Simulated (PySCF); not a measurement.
Si(Me)2(OMe)(SMe), SMILES CS[Si](C)(C)OC (C4H12OSSi), GFN2-xTB optimised geometry.

```
19

C     -0.44    -0.93     2.60
O     -0.55    -1.17     1.22
Si     0.10    -0.30     0.00
C      2.00    -0.30     0.00
C     -0.58     1.49     0.00
S     -0.56    -1.39    -1.73
C     -2.32    -1.65    -1.33
H     -1.01    -1.70     3.11
H     -0.84     0.05     2.85
H      0.60    -0.98     2.92
H      2.39     0.29     0.83
H      2.39     0.12    -0.92
H      2.39    -1.31     0.09
H     -1.67     1.50     0.08
H     -0.32     2.01    -0.91
H     -0.19     2.06     0.83
H     -2.71    -2.35    -2.06
H     -2.39    -2.06    -0.33
H     -2.85    -0.70    -1.40
```

Density from CAM-B3LYP/def2-SVP run with PySCF at that geometry.

Minimum of the electron density along straight lines between bonded atoms, close to the bond critical point (lines longer than 1.1 times the sum of covalent radii, or with two minima, are not listed):

```json
[
 {"bond": "C1–O2", "length / Å": "1.400", "ρ at the minimum / e bohr⁻³": "0.257", "∇²ρ there / e bohr⁻⁵": "-0.34", "position (fraction from the first atom)": "0.34"},
 {"bond": "O2–Si3", "length / Å": "1.633", "ρ at the minimum / e bohr⁻³": "0.127", "∇²ρ there / e bohr⁻⁵": "1.05", "position (fraction from the first atom)": "0.59"},
 {"bond": "Si3–C4", "length / Å": "1.898", "ρ at the minimum / e bohr⁻³": "0.114", "∇²ρ there / e bohr⁻⁵": "0.31", "position (fraction from the first atom)": "0.38"},
 {"bond": "Si3–C5", "length / Å": "1.909", "ρ at the minimum / e bohr⁻³": "0.112", "∇²ρ there / e bohr⁻⁵": "0.31", "position (fraction from the first atom)": "0.38"},
 {"bond": "Si3–S6", "length / Å": "2.152", "ρ at the minimum / e bohr⁻³": "0.096", "∇²ρ there / e bohr⁻⁵": "0.15", "position (fraction from the first atom)": "0.35"},
 {"bond": "S6–C7", "length / Å": "1.821", "ρ at the minimum / e bohr⁻³": "0.177", "∇²ρ there / e bohr⁻⁵": "-0.31", "position (fraction from the first atom)": "0.54"},
 {"bond": "C1–H8", "length / Å": "1.090", "ρ at the minimum / e bohr⁻³": "0.284", "∇²ρ there / e bohr⁻⁵": "-1.11", "position (fraction from the first atom)": "0.64"},
 {"bond": "C1–H9", "length / Å": "1.092", "ρ at the minimum / e bohr⁻³": "0.282", "∇²ρ there / e bohr⁻⁵": "-1.08", "position (fraction from the first atom)": "0.64"},
 {"bond": "C1–H10", "length / Å": "1.092", "ρ at the minimum / e bohr⁻³": "0.282", "∇²ρ there / e bohr⁻⁵": "-1.08", "position (fraction from the first atom)": "0.64"},
 {"bond": "C4–H11", "length / Å": "1.086", "ρ at the minimum / e bohr⁻³": "0.271", "∇²ρ there / e bohr⁻⁵": "-0.97", "position (fraction from the first atom)": "0.62"},
 {"bond": "C4–H12", "length / Å": "1.084", "ρ at the minimum / e bohr⁻³": "0.273", "∇²ρ there / e bohr⁻⁵": "-0.99", "position (fraction from the first atom)": "0.63"},
 {"bond": "C4–H13", "length / Å": "1.086", "ρ at the minimum / e bohr⁻³": "0.272", "∇²ρ there / e bohr⁻⁵": "-0.99", "position (fraction from the first atom)": "0.63"},
 {"bond": "C5–H14", "length / Å": "1.088", "ρ at the minimum / e bohr⁻³": "0.271", "∇²ρ there / e bohr⁻⁵": "-0.97", "position (fraction from the first atom)": "0.63"},
 {"bond": "C5–H15", "length / Å": "1.085", "ρ at the minimum / e bohr⁻³": "0.272", "∇²ρ there / e bohr⁻⁵": "-0.99", "position (fraction from the first atom)": "0.63"},
 {"bond": "C5–H16", "length / Å": "1.087", "ρ at the minimum / e bohr⁻³": "0.271", "∇²ρ there / e bohr⁻⁵": "-0.97", "position (fraction from the first atom)": "0.62"},
 {"bond": "C7–H17", "length / Å": "1.084", "ρ at the minimum / e bohr⁻³": "0.280", "∇²ρ there / e bohr⁻⁵": "-1.07", "position (fraction from the first atom)": "0.64"},
 {"bond": "C7–H18", "length / Å": "1.084", "ρ at the minimum / e bohr⁻³": "0.283", "∇²ρ there / e bohr⁻⁵": "-1.10", "position (fraction from the first atom)": "0.65"},
 {"bond": "C7–H19", "length / Å": "1.085", "ρ at the minimum / e bohr⁻³": "0.280", "∇²ρ there / e bohr⁻⁵": "-1.07", "position (fraction from the first atom)": "0.64"}
]
```
